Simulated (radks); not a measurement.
Problem. The europium ion Eu8+ is in [Kr] 4d10 4f(5/2: 3, 7/2: 0) 5s2 5p(1/2: 2, 3/2: 2). Method: Dirac Kohn-Sham, PBE, spin-unpolarised, spherical densities, finite nucleus; Fermi nuclear charge, rms radius of each element as measured or else 0.836 A^(1/3) + 0.57 fm; computed with a radial shooting solver on a logarithmic mesh with Libxc functionals. Sub-shells are occupied by j as written (lower j first in brackets). One electron is removed from 5p3/2, 5p1/2, 4f5/2, 5s1/2 in turn, with full relaxation. Which removal costs least, and what does each cost?

Solution. 5p3/2 137.57 eV; 5p1/2 144.08 eV; 4f5/2 148.97 eV; 5s1/2 166.89 eV. The 5p3/2 electron leaves first.
